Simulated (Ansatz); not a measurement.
`CC[Si]N` + H₂ → `C[Si]N` + CH₄ at 500 K and 1 bar (hydrogenolysis of a C–C bond).

Computed with Ansatz on PBE0-D4/def2-TZVP structures; ΔE is electronic, products minus reactants. CCSD(T)/CBS adds triple-zeta CCSD(T) − MP2 to the extrapolated MP2 energy (def2 sets, frozen cores). This one scheme is used for every species. One conformer a species, not always the lowest.

| species | CCSD(T)/CBS energy (Eh) | H − E (kJ/mol) | S (J/(mol·K)) |
| --- | --- | --- | --- |
| `CC[Si]N` | -424.09714 | 282.2 | 375.3 |
| H₂ | -1.17544 | 41.0 | 145.5 |
| `C[Si]N` | -384.84019 | 197.4 | 342.6 |
| CH₄ | -40.46206 | 135.6 | 206.8 |

H − E and S are ideal-gas, rigid-rotor, harmonic terms from PBE0-D4/def2-TZVP, for one conformer and one mirror image of each species. The MP2-based limit puts H₂ 0.8 mEh under its directly extrapolated value; such offsets cancel only in part. 1 Eh = 2625.50 kJ/mol, R = 8.31446 J/(mol·K).

Question: By hand: ΔE, ΔH, ΔS and ΔG.

Answer: ΔE = (-384.84019) + (-40.46206) − (-424.09714) − (-1.17544) = -0.02967 Eh = -77.9 kJ/mol. Δ(H − E) = 197.4 + 135.6 − 282.2 − 41.0 = 9.8, so ΔH = -68.1 kJ/mol. ΔS = 342.6 + 206.8 − 375.3 − 145.5 = 28.6 J/(mol·K). ΔG = -68.1 − 500 × (28.6)/1000 = -82.4 kJ/mol.

Question: By hand: the equilibrium constant, and the temperature at which ΔG would vanish if ΔH and ΔS stayed fixed.

Answer: log₁₀ K = −ΔG/(RT ln 10) = 8.6. ΔH and −TΔS have one sign here, so there is no such temperature.

ΔH outweighs TΔS. A doubt of 5 kJ/mol in ΔE shifts log₁₀ K by 0.5 here. Other conformers and mirror images would add mixing entropy, several J/(mol·K) or more a flexible species. Modes under 60 cm⁻¹, often nearly free rotors, make the harmonic entropy too high. These are equilibria of isolated gas molecules and say nothing of rates. Largest T1 diagnostic: 0.013 (customary marks: 0.02 for closed shells, 0.045 for open ones).
